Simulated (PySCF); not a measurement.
**Xe³⁵⁺ (xenon, charge +35) across methods**

[Ar] 3d1, 2D determinant. All numbers are calculated (PySCF 2.14, scalar relativity by spin-free X2C-1e, in an uncontracted even-tempered set (18 s from 5.6 bohr⁻², ratio 2.5; 12 p from 7.3 bohr⁻², ratio 2.5; 7 d from 7.3 bohr⁻², ratio 2.5; 4 f from 25 bohr⁻², ratio 2.7; 3 g from 38 bohr⁻², ratio 2.7)).

```csv
method,E (hartree),mean ε 3p α (eV),mean ε 3p β (eV),mean ε 3d α (eV),Σ⟨r²⟩ (bohr²),⟨S²⟩
PBE,-6507.13,-2456.7,-2452.5,-2246.9,0.8811,0.750
r2SCAN,-6507.45,-2461.2,-2456.2,-2250.8,0.8811,0.750
LDA,-6500.55,-2455.6,-2451.3,-2245.0,0.8816,0.750
M06,-6507.65,-2469.1,-2464.0,-2256.4,0.8805,0.750
PBE0,-6507.13,-2468.4,-2463.0,-2258.6,0.8811,0.750
r2SCANh,-6507.42,-2465.4,-2460.0,-2255.1,0.8812,0.750
UHF,-6506.18185,-2501.5,-2492.3,-2292.3,0.8816,0.750
```

Spin-orbit coupling, absent here, splits the open shell strongly.
